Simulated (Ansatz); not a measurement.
Isolated molecules relaxed with PBE0-D4/def2-TZVP in Ansatz; ΔE leaves out vibrations. CBS: MP2 limit from def2 TZ/QZ plus the TZ coupled-cluster correction, frozen cores. Each species was taken in one conformer, which may not be the lowest.

Reaction (ligand exchange at a B–C bond): `BC(F)OC#C` + `[SiH3]S` → `BS[SiH3]` + `C#COCF`

`BC(F)OC#C`:

Cartesian coordinates in Å:
```
B 0.809 -0.171 -1.777
C -0.125 -0.575 -0.559
F -1.328 -1.097 -0.937
O -0.349 0.703 0.044
C -0.448 0.731 1.338
C -0.529 0.795 2.531
H 0.302 0.209 -2.785
H 1.991 -0.204 -1.635
H 0.298 -1.248 0.192
H -0.620 0.856 3.588
```

`[SiH3]S`:

Cartesian coordinates in Å:
```
Si -0.442 0.025 -0.287
S 0.745 -0.108 1.485
H -0.173 1.281 -1.033
H -1.844 0.012 0.193
H -0.205 -1.128 -1.192
H 1.920 -0.083 0.834
```

`BS[SiH3]`:

Z-matrix (Å, degrees):
```
Si
S 1 2.156
H 1 1.482 2 109.9
H 1 1.483 2 107.0 3 -119.4
H 1 1.482 2 109.9 3 121.2
B 2 1.775 1 99.5 3 -60.7
H 6 1.192 2 116.9 1 180.0
H 6 1.195 2 121.4 1 0.0
```

`C#COCF`:

Cartesian coordinates in Å:
```
C -0.584 -1.680 -1.112
C -0.163 -1.035 -0.193
O 0.294 -0.350 0.807
C 0.317 1.052 0.576
F 0.813 1.602 1.696
H -0.954 -2.269 -1.915
H 0.978 1.271 -0.267
H -0.702 1.410 0.408
```

| species | SCS-MP2/def2-TZVPP energy (Eh) |
| --- | --- |
| `BC(F)OC#C` | -315.94137 |
| `[SiH3]S` | -689.16185 |
| `BS[SiH3]` | -714.54637 |
| `C#COCF` | -290.59800 |

Q: Work out ΔE.

A: ΔE = (-714.54637) + (-290.59800) − (-315.94137) − (-689.16185) = -0.04115 Eh = -25.8 kcal/mol. CCSD(T)/CBS gives -25.6 kcal/mol.

Largest T1 diagnostic among the species: 0.014.

In def2-TZVPP, CCSD(T) changes the Hartree–Fock value by −2.1 kcal/mol (the triples alone add −0.7 kcal/mol) and MP2 by −3.4 kcal/mol.
